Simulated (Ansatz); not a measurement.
One change: `C#C[SiH]([SiH3])Cl` becomes `CB[SiH]([SiH3])Cl`.

Ansatz, PBE0-D4/def2-TZVP geometries, multiplicity 1. Each molecule was computed in one conformer, which needn't be the lowest.

```csv
property,`C#C[SiH]([SiH3])Cl`
HOMO energy (ωB97M-V/def2-TZVPP) / eV,-10.04
HOMO energy (PBE0/def2-TZVPP) / eV,-7.99
size of the dipole moment (PBE/def2-TZVPP) / D,1.50
LUMO energy (B3LYP/def2-TZVPP) / eV,-1.17
HOMO–LUMO gap (PBE0/def2-TZVPP) / eV,6.98
size of the dipole moment (ωB97M-V/def2-TZVPP) / D,1.61
```

Task: Give the same properties after the change, and the shifts. (Best estimate.)

Result: The calculation gave: 
```csv
property,`CB[SiH]([SiH3])Cl`,shift
HOMO energy (ωB97M-V/def2-TZVPP) / eV,-9.62,0.42
HOMO energy (PBE0/def2-TZVPP) / eV,-7.59,0.40
size of the dipole moment (PBE/def2-TZVPP) / D,1.59,0.09
LUMO energy (B3LYP/def2-TZVPP) / eV,-2.33,-1.16
HOMO–LUMO gap (PBE0/def2-TZVPP) / eV,5.43,-1.55
size of the dipole moment (ωB97M-V/def2-TZVPP) / D,1.68,0.07
```

With PBE0 the HOMO rises by 0.40 eV and the LUMO falls by 1.15 eV, so the gap narrows by about 1.55 eV. PBE moves the HOMO by 0.40 eV and ωB97M-V by 0.42 eV. Dipoles are sizes alone; their direction can turn.

B3LYP here is the variant with VWN-RPA as its local correlation; programs differ in this.
